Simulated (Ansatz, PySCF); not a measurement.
Torsion H4–C1–Ge2–S3 in CH4GeS (SMILES [CH3][Ge][SH]); at each angle all else is relaxed with GFN2-xTB, and the levels are single points there.
Geometry at 60° (charge 0, multiplicity 1):
| atom | x (Å) | y (Å) | z (Å) |
|---|---|---|---|
| C | -0.9992 | -0.0974 | -0.1033 |
| Ge | 0.0925 | 1.6253 | 0.0051 |
| S | 0.3508 | 1.9197 | -2.2113 |
| H | -0.4423 | -0.8883 | -0.6078 |
| H | -1.9308 | 0.0591 | -0.6494 |
| H | -1.2547 | -0.4547 | 0.8937 |
| H | -0.3125 | 0.8559 | -2.6377 |

On the grid 0° to 120°, 0° is the highest and 60° the lowest point at MP2/CBS(def2-TZVPP, def2-QZVPP) + ΔCCSD(T)/def2-TZVPP.

Frozen-core correlation. Filled d and f shells under p-block atoms count as core. Rows in 6-31G* carry no dispersion term and start afresh at each structure (6-31G* with six Cartesian d functions); the Pople sets are all-electron and without relativity.

The values were computed with Ansatz (a first-principles code); PySCF for 6-31G* rows. 

Give the energy at 0° less that at 60° at the level HF/6-31G*.

0.5 kcal/mol
